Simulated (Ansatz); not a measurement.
## A basis-limit estimate, worked out

An elementary step of SiH4Cl2O, singlet (SiH₂Cl₂ ([Cl][SiH2][Cl]) + H₂O → SiH₂Cl₂O ([OH][SiH]([Cl])[Cl]) + H₂; bonds formed: Si1–O7, H2–H6; bonds broken: Si1–H2, H6–O7). “Start” is the structure reached by relaxing down from the saddle towards the reactants; PBE0-D4/def2-TZVP structures. The saddle:

Si1  (-0.372, -0.251, -0.331)
H2  (0.929, -0.976, 0.451)
Cl3  (0.091, -1.372, -1.998)
Cl4  (-1.622, -1.072, 1.095)
H5  (-1.311, 0.710, -0.951)
H6  (1.143, 0.076, 0.680)
O7  (0.741, 1.076, 0.262)
H8  (0.400, 1.808, 0.792)
(Å)

Ansatz 0.2.0; basis: def2-TZVPP and def2-QZVPP; cores frozen in the correlated methods.

Energies in eV:

| quantity | saddle | start |
| --- | --- | --- |
| Hartree–Fock, triple zeta (X = 3) | -34972.46818 | -34974.85915 |
| Hartree–Fock, quadruple zeta (X = 4) | -34973.51962 | -34975.90516 |
| MP2 correlation, X = 3 | -21.54190 | -20.83357 |
| MP2 correlation, X = 4 | -23.49312 | -22.77800 |
| CCSD(T) correlation, X = 3 | -23.66554 | -23.03457 |

Q: Work out the barrier at the basis limit: extrapolate Hartree–Fock as E(X) = E∞ + A exp(−7.88 √X) and the MP2 correlation as E(X) = E∞ + B X^−2.97 (the exponents that Neese and Valeev fitted for def2-TZVPP and QZVPP), then add CCSD(T) − MP2 in triple zeta.

A: Each step is linear, so take the differences first (saddle − start): Hartree–Fock 2.39097 (X = 3) and 2.38554 (X = 4); MP2 correlation -0.70833 and -0.71512; CCSD(T) correlation -0.63097.
Two points give E∞ = E(4) + w [E(4) − E(3)], with w = 1/(exp(7.88 (2 − √3)) − 1) = 0.1377 for Hartree–Fock and w = 1/((4/3)^2.97 − 1) = 0.7407 for the correlation.
Hartree–Fock: 2.38554 + 0.1377 × (-0.00543) = 2.3848 eV.
MP2 correlation: -0.71512 + 0.7407 × (-0.00679) = -0.7201 eV.
CCSD(T) − MP2: -0.63097 − (-0.70833) = 0.0774 eV.
Sum: 2.3848 + (-0.7201) + 0.0774 = 1.7421 eV, or 40.17 kcal/mol. Plain CCSD(T) in triple zeta gives 1.7600 eV, so the larger basis shifts the result by -0.0179 eV.

No T1 diagnostic of these runs exceeds 0.011.

Labels in which every atom is bracketed show which atoms are joined, not bond orders.

For scale, one of the runs: CCSD(T)/def2-TZVPP, 213 basis functions (an equivalent command: `ansatz run in.yaml --threads 4`). Time: 46 s of wall clock on 4 CPU threads; the host was shared. Peak host memory: 2.8 GiB.
